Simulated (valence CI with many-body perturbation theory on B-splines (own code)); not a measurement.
**Mo20+: what the settings do**

Calculated by configuration interaction combined with many-body perturbation theory (CI+MBPT): four valence electrons over a frozen Dirac-Fock core [Ar], a basis of 6 s, 6 p, 5 d, 5 f, 1 g functions for each j, with the one-electron correlation potential Σ1 (screened to all orders), the two-electron term Σ2, the three-electron term Σ3, Breit, model QED; selected single and double excitations, second order for the rest, scaled by the run's own slope (own B-spline code, finite nucleus).

No measured levels were compared; by estimate terms of the open shell hold to 2 to 4 % of their energy, and close levels can change places. Only levels of the ground parity were solved; by the run's estimate the other parity begins above the list, which can be wrong where configurations are misplaced.

The reference run has the lowest level 3d4 5D_0 and an ionisation energy of 890.279 eV. Its largest variational space holds 7965 state functions.

Names give the largest LS component (configuration and term), which can be under half, so a name can repeat, a term be missing and a line seem to break the LS rules; names also repeat where a configuration has a term twice.

Changed runs:
A. highest l with Σ1, explicit Σ2 and valence Breit (higher l get mean screening factors) 3 → 1
B. correlating orbitals by l 3 3 3 3 1 → 2 5 1 3 3
C. scale of Σ2 1 → 1.2
D. highest l in the core sums 6 → 2 (bad on purpose)

Excitation energies of the reference run in cm⁻¹, and shifts in cm⁻¹:

```csv
Level,Reference,A,B,C,D
3d4 5D_1,10110,-827,+3.1,+124,+885
3d4 5D_2,20704,-1104,+4.3,+187,+1339
3d4 5D_3,30303,-966,+3.5,+208,+1478
3d4 5D_4,38427,-372,+3.4,+206,+1394
3d4 3P_0,70416,+744,-0.9,-244,-2879
3d4 3H_4,78911,-1030,+28,+56,+3530
3d4 3G_3,94579,-946,+19,-204,+1565
3d4 3H_5,95246,-1440,+28,+157,+5084
3d4 3P_1,95268,+504,-7.3,-276,-2610
3d4 3F_2,98318,-106,+7.5,-264,-509
3d4 3H_6,102726,-922,+31,+265,+5936
3d4 3F_4,110974,-1524,+19,+10,+2826
Ionisation energy (eV),890.279,-2.035,+0.0023,+1.394,-0.602
```
